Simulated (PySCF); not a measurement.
C2H7FOSi, SMILES CCO[SiH2]F. Geometry optimised at PBE-D3(BJ)/def2-SVP. The values are those of a single conformer.

Problem. Give the equilibrium geometry at PBE-D3(BJ)/def2-SVP (PySCF confirms it by a frequency run) as a Z-matrix. (The exact figures need the calculation; the answer reports its results.)

Solution. Several could match; the one computed here: 
```
C
H 1 1.1137
H 1 1.1167 2 106.85
O 1 1.4287 2 109.21 3 119.51
C 1 1.5183 2 110.42 3 -119.98
H 5 1.1082 1 110.45 2 -62.07
H 5 1.1083 6 108.07 1 121.29
H 5 1.1086 6 108.42 7 117.41
Si 4 1.6610 1 124.26 2 -84.36
F 9 1.6382 4 111.15 1 73.00
H 9 1.4918 10 108.39 4 -116.29
H 9 1.5017 11 114.49 4 -122.06
```
Charge 0, spin multiplicity 1.
